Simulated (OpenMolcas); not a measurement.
## Ionisation energies of potassium

```yaml
Program: OpenMolcas 26.06
Basis: ANO-RCC-VDZP [5s4p1d]
Scalar_Hamiltonian: DKH2, point nucleus
Spin-orbit_coupling: RASSI with atomic mean-field integrals over the reference wave functions, term energies averaged over their components
```

Active shells in each charge state: the valence s, p shells, with orbitals averaged over the low states. Where CASPT2's correlated closed shells are named, they are those of the first ion.

A. CASSCF
B. SS-CASPT2, IPEA 0.25 Eh, imaginary shift 0.1 Eh (closed shells correlated: 3s 3p)
C. SS-CASPT2, IPEA 0 Eh, imaginary shift 0.1 Eh (closed shells correlated: 3s 3p)
D. SS-CASPT2, IPEA 0.25 Eh, imaginary shift 0.1 Eh (closed shells correlated: none)
E. SS-CASPT2, IPEA 0.25 Eh, imaginary shift 0.1 Eh (closed shells correlated: 2s 2p 3s 3p)

Energies in eV between the lowest computed levels, named as in B; reference values from the NIST Atomic Spectra Database with their kind.

| From | To | A | B | C | D | E | Spin-orbit share in B | Reference |
| --- | --- | --- | --- | --- | --- | --- | --- | --- |
| K 4s ²S_1/2 | K+ 3p⁶ ¹S₀ | 4.020 | 4.193 | 4.205 | 4.020 | 4.193 | +0.000 | 4.341 (measured) |

Error against the reference values, in %:

| From | Reference | A | B | C | D | E |
| --- | --- | --- | --- | --- | --- | --- |
| K | measured | -7.4 | -3.4 | -3.1 | -7.4 | -3.4 |

Absolute error against the one measured value: A 0.32 eV, B 0.15 eV, C 0.14 eV, D 0.32 eV, E 0.15 eV.
